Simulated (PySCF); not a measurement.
Coordinates in bohr (charge 0 multiplicity 4):
```
Tc    0.0000    1.2139    0.0000
Se    0.0000   -0.7502    3.7154
Se    0.0000   -0.7502   -3.7154
```

All numbers come from PySCF, UPBE0, basis Tc def2-SVP with ECP28, Se def2-SVP (scalar-relativistic core potentials, no spin–orbit coupling, density fitting).

This geometry of TcSe2 is a stationary point at this level.

Question: What is the point group?

Answer: C2v.

Question: Is it a minimum?

Answer: Yes: all harmonic wavenumbers are real.

Question: List the harmonic modes with their infrared intensities.

Answer: 
```json
{"symmetry": "a1", "ω (cm⁻¹)": "73", "IR (km/mol)": "0.3"}
{"symmetry": "a1", "ω (cm⁻¹)": "331", "IR (km/mol)": "5.0"}
{"symmetry": "b2", "ω (cm⁻¹)": "405", "IR (km/mol)": "32.0"}
```

Question: Give the atomic charges and bond orders.

Answer: 
| atom | Mulliken | Löwdin | polar tensor | spin (Mulliken) | Mayer order to Tc1 |
| --- | --- | --- | --- | --- | --- |
| Tc1 | 0.21 | -0.51 | 0.73 | 3.28 | – |
| Se2,3 | -0.11 | 0.25 | -0.37 | -0.14 | 2.13 |
Other Mayer orders above 0.3: Se–Se 0.46.

In C2v the vibrations span 2a1 + b2. Here b1 is antisymmetric to the molecular plane and b2 lies in it.

This need not be the most stable arrangement of these atoms. With open d or f shells other occupations or spin states may lie lower.
